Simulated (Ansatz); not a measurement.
Coupled-cluster diagnostics for the cluster NbS4, Ansatz.

Geometry of the doublet (PBE0-D4/def2-SVP):

Cartesian coordinates in Å:
```
Nb -0.230 0.296 -0.328
S 1.995 0.024 0.330
S 1.637 1.503 -1.126
S -2.448 -0.459 -0.026
S -0.954 -1.364 1.150
```

In the def2 sets Nb takes a core potential; there is no spin–orbit coupling. Correlated methods freeze 20 core orbitals; core or outer-core shells of Nb are correlated, in sets that lack core-valence functions. In CCSD on the charge 0 doublet the largest single amplitude is 0.16, so its Hartree–Fock determinant may place the open shell otherwise than the density functionals do. No other spin state of charge 0 was run. Another isomer (doublet) lies 0.18 eV lower at PBE0-D4/def2-TZVP; other spin states weren't run for this one.

(1) Estimate the CCSD(T) correlation energy, the shares of MP2 and (T), T1 and the reference's ⟨S²⟩ for: charge 0, doublet, own geometry in def2-SVP; and the rough time on 4 threads of Arm Neoverse V2 on a shared host.

Results:

(1) 
```json
{"state": "charge 0, doublet, own geometry", "basis": "def2-SVP", "correlation (eV)": "-23.698", "MP2 share (%)": "92.2", "(T) share (%)": "5.6", "T1": "0.038", "⟨S²⟩ (pure)": "0.79 (0.75)", "wall time": "23 s"}
```
Customary marks for T1 are 0.02 (closed shells), 0.045 (open shells) and about 0.05 (3d metals). T1 exceeds 0.02 in 1 of 1 rows and 0.045 in 0; the higher it lies, the less the single-reference result can be trusted.
